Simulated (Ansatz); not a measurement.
Z-matrix (Å, degrees):
```
C
Si 1 1.900
F 1 1.389 2 110.1
H 1 1.095 2 110.9 3 -119.8
H 1 1.095 2 111.3 3 120.0
Sn 2 2.569 1 109.4 3 48.6
H 2 1.489 1 108.0 3 168.4
H 2 1.485 1 111.1 3 -71.7
F 6 1.932 2 105.3 1 -92.0
H 6 1.707 2 115.8 1 22.6
H 6 1.708 2 115.5 1 154.6
```

The species carries charge 0 and has multiplicity 1. Sn takes the def2 core potential.

(1) List the PBE/def2-TZVPP orbital energies in eV (Ansatz 0.2.0). (Best estimate.)

## Answers

(1) The calculation gave: Occupied: -1780.11, -660.04, -658.35, -271.14, -137.88, -133.54, -94.62, -94.60, -94.58, -89.53, -89.45, -89.43, -30.10, -28.01, -25.93, -25.90, -25.85, -25.83, -25.33, -17.57, -13.85, -12.56, -12.35, -12.09, -10.76, -9.31, -8.94, -8.92, -8.68, -8.37, -7.74, -7.54, -6.99. Lowest empty: -1.85, -1.31, -1.14, 0.03, 0.32, 0.55, 0.83, 1.07.
